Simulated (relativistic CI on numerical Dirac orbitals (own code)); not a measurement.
## Os7+ (5d) in a crystal field

Calculated by Dirac-Coulomb-Breit CI, KLI orbitals optimised for each configuration, QED by a radiative potential, valence Slater integrals scaled by 0.7, one configuration in a parametric crystal field (own radial code).

Field parameters in Wybourne normalisation: D3d B²₀ = −7Dσ, B⁴₀ = −14Dq − 21Dτ, B⁴₃ = −14√(10/7) Dq; D4h B²₀ = −7Ds, B⁴₀ = 21(Dq − Dt), B⁴₄ = 21√(5/14) Dq; Oh B⁴₀ = 21Dq, B⁴₄ = √(5/14) B⁴₀. The field is a parameter set, without covalency.

S is read from ⟨S²⟩ = S(S + 1).

Powder χT (cm³ K mol⁻¹) by Van Vleck's formula, with temperature-independent terms:

```tsv
Field	2 K	5 K	10 K	20 K	50 K	100 K	200 K	300 K
D3d, 10Dq = 17850, Dσ = 350, Dτ = 130 cm⁻¹	0.058	0.0583	0.0588	0.0598	0.0628	0.0678	0.0778	0.0878
D3d, 10Dq = 31550, Dσ = -1120, Dτ = -60 cm⁻¹	0.0328	0.033	0.0333	0.0339	0.0358	0.039	0.0454	0.0518
D3d, 10Dq = 38400, Dσ = -680, Dτ = -490 cm⁻¹	0.0199	0.0201	0.0204	0.0211	0.0232	0.0265	0.0333	0.0401
D3d, 10Dq = 43350, Dσ = 210, Dτ = 290 cm⁻¹	0.0303	0.0305	0.0308	0.0315	0.0336	0.037	0.0439	0.0508
D4h, 10Dq = 37900, Ds = 420, Dt = 590 cm⁻¹	0.0199	0.0202	0.0206	0.0215	0.0242	0.0286	0.0374	0.0462
Oh, 10Dq = 17000 cm⁻¹	0.122	0.122	0.123	0.123	0.124	0.127	0.131	0.135
Oh, 10Dq = 24700 cm⁻¹	0.0768	0.0769	0.0772	0.0777	0.0792	0.0818	0.087	0.0921
```

Question: For D3d, 10Dq = 17850, Dσ = 350, Dτ = 130 cm⁻¹: what effective moment follows at 300 K?

Answer: μ_eff = √(8χT) = 0.84 μB. The ground level has S = 0.50; the spin-only moment for S = 1/2 is 1.73 μB. The difference comes from the orbital moment, spin-orbit mixing of terms and temperature-independent paramagnetism, all larger in this ionic model than in covalent complexes.
